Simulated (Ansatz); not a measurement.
Total energies of `CC[N](C)[Ti]([OH])([OH])[N](C)CC`.

Z-matrix (Å, degrees):
```
Ti
C 1 2.912
O 1 1.833 2 131.6
N 1 1.884 2 109.9 3 -137.4
N 1 1.890 2 25.1 3 -52.7
C 1 2.829 2 136.7 3 -145.6
O 1 1.818 2 84.3 3 113.1
C 1 2.992 2 47.8 3 -51.7
C 1 3.016 2 89.2 3 -131.6
H 2 1.100 1 124.5 3 -23.6
H 2 1.100 1 123.9 3 129.9
H 2 1.091 1 77.1 3 -126.6
H 3 0.958 1 127.2 2 87.5
C 6 1.521 1 117.1 2 111.3
H 6 1.097 1 73.4 2 -146.1
H 6 1.101 1 130.4 2 -49.1
H 7 0.957 1 131.4 2 114.5
C 8 1.515 1 83.9 2 -174.9
H 8 1.102 1 124.9 2 -65.8
H 8 1.102 1 120.1 2 76.0
H 9 1.090 1 81.6 2 8.5
H 9 1.100 1 125.7 2 -97.8
H 9 1.099 1 120.8 2 114.0
H 14 1.093 6 110.6 1 138.5
H 14 1.092 6 109.9 1 18.7
H 14 1.092 6 111.6 1 -101.7
H 18 1.091 8 111.5 1 -57.7
H 18 1.093 8 111.1 1 62.7
H 18 1.092 8 109.9 1 -177.9
```

Charge 0, multiplicity 1. Correlated methods include outer-core shells of Ti, which these sets cover unevenly. Scalar relativity is left out up to krypton. Geometry: relaxed with PBE0-D4/def2-TZVP. It is one conformer, not always the lowest. Basis def2-TZVPP, the Gaussian-basis code of Ansatz.

RPA on PBE orbitals: Hartree–Fock energy of these orbitals -1344.86884 Eh, correlation -3.88548 Eh (frozen core).

```json
{"functional": "LDA (SPW92)", "kind": "LDA", "energy without D4 (Eh)": "-1343.02756", "D4 term (kJ/mol)": "–"}
{"functional": "PBE", "kind": "GGA", "energy without D4 (Eh)": "-1348.42504", "D4 term (kJ/mol)": "-81.7"}
{"functional": "revPBE", "kind": "GGA", "energy without D4 (Eh)": "-1349.00516", "D4 term (kJ/mol)": "-234.9"}
{"functional": "BLYP", "kind": "GGA", "energy without D4 (Eh)": "-1349.09575", "D4 term (kJ/mol)": "-171.5"}
{"functional": "r2SCAN", "kind": "meta-GGA", "energy without D4 (Eh)": "-1348.96252", "D4 term (kJ/mol)": "-24.0"}
{"functional": "B97M-V", "kind": "meta-GGA with VV10", "energy without D4 (Eh)": "-1349.00011", "D4 term (kJ/mol)": "–"}
{"functional": "PBE0", "kind": "global hybrid, 25 % exact exchange", "energy without D4 (Eh)": "-1348.47081", "D4 term (kJ/mol)": "-70.9"}
{"functional": "B3LYP", "kind": "global hybrid, 20 %", "energy without D4 (Eh)": "-1349.29369", "D4 term (kJ/mol)": "-127.9"}
{"functional": "r2SCANh", "kind": "meta-GGA hybrid, 10 %", "energy without D4 (Eh)": "-1348.91909", "D4 term (kJ/mol)": "-25.3"}
{"functional": "r2SCAN0", "kind": "meta-GGA hybrid, 25 %", "energy without D4 (Eh)": "-1348.85825", "D4 term (kJ/mol)": "-27.6"}
{"functional": "HSE06 (plane-wave form)", "kind": "screened hybrid", "energy without D4 (Eh)": "-1348.43515", "D4 term (kJ/mol)": "-66.3"}
{"functional": "BHLYP", "kind": "global hybrid, 50 %", "energy without D4 (Eh)": "-1348.90947", "D4 term (kJ/mol)": "-96.6"}
{"functional": "CAM-B3LYP", "kind": "range-separated hybrid", "energy without D4 (Eh)": "-1349.05188", "D4 term (kJ/mol)": "-72.3"}
{"functional": "LC-ωPBE", "kind": "long-range corrected hybrid", "energy without D4 (Eh)": "-1348.77062", "D4 term (kJ/mol)": "–"}
{"functional": "ωB97X-V", "kind": "range-separated hybrid GGA with VV10", "energy without D4 (Eh)": "-1348.98331", "D4 term (kJ/mol)": "–"}
{"functional": "ωB97M-V", "kind": "range-separated hybrid meta-GGA with VV10", "energy without D4 (Eh)": "-1348.96861", "D4 term (kJ/mol)": "–"}
{"functional": "B2PLYP", "kind": "double hybrid", "energy without D4 (Eh)": "-1348.68936", "D4 term (kJ/mol)": "–"}
{"functional": "PBE-QIDH", "kind": "double hybrid", "energy without D4 (Eh)": "-1348.29614", "D4 term (kJ/mol)": "–"}
```

B3LYP takes the VWN-RPA correlation (the form of Gaussian; ORCA's B3LYP/G). HSE06 is the plane-wave form, built on full-range PBE exchange. The double hybrids freeze the cores in their second-order part.

LC-ωPBE has ω = 0.4 bohr⁻¹.
